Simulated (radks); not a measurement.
Results of a calculation; reference values are marked as such.
Excited configurations of Co2+: one electron is placed in a higher orbital outside [Ar] 3d6. The ground configuration is [Ar] 3d7. Level of theory: scalar-relativistic Kohn-Sham, PBE, spin-polarised, spherical densities, finite nucleus; open shells are filled with parallel spins first; Fermi nuclear charge, rms radius 3.7875 fm (a radial shooting solver on a logarithmic mesh with Libxc functionals). Excitation = E - E(ground); binding = E(ion) - E, where the ion is the core of charge +3; n* = 3/sqrt(2 binding) in atomic units, and the quantum defect is n - n*.

4s: excitation (eV) 5.121; binding (eV) 28.500; n* 2.073; quantum defect 1.927; eigenvalue (eV) -24.052
5s: excitation (eV) 20.520; binding (eV) 13.102; n* 3.057; quantum defect 1.943; eigenvalue (eV) -11.318
5f: excitation (eV) 28.292; binding (eV) 5.329; n* 4.793; quantum defect 0.207; eigenvalue (eV) -4.451
6f: excitation (eV) 29.837; binding (eV) 3.784; n* 5.688; quantum defect 0.312; eigenvalue (eV) -3.236
7p: excitation (eV) 29.176; binding (eV) 4.445; n* 5.248; quantum defect 1.752; eigenvalue (eV) -3.889
7d: excitation (eV) 30.054; binding (eV) 3.568; n* 5.859; quantum defect 1.141; eigenvalue (eV) -3.111

The Delta-SCF ionisation energy is 33.622 eV (NIST Atomic Spectra Database: 33.5 eV, semi-empirical). Self-interaction in the functional shifts the binding energies and quantum defects, so they are the method's values and not measured ones. Open shells are spherical and high-spin; term and fine-structure splittings are not resolved.
